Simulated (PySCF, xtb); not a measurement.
Mo(NH)(S)(Cl)(NH2) (ClH₃MoN₂S), SMILES [Cl][Mo]([NH2])(=[NH])=[S], multiplicity 1.

GFN2-xTB in xtb 6.7.1 at its own geometry gives an orbital gap of 2.49 eV and a dipole moment of 4.96 D.

Geometry optimised at B3LYP-D3(BJ)/def2-SVP. The spin state was assumed, not searched. The structure was generated by enumeration; whether it is a known compound was not checked. The def2 effective core potentials stand for the cores of Mo; spin–orbit coupling is left out. One conformer was computed; it need not be the lowest.

Task: What does r2SCAN/def2-TZVP in PySCF give? (The exact figures need the calculation; the answer reports its results.)

Result: gap 3.30 eV (levels -6.68 and -3.38 eV), dipole 3.50 D.
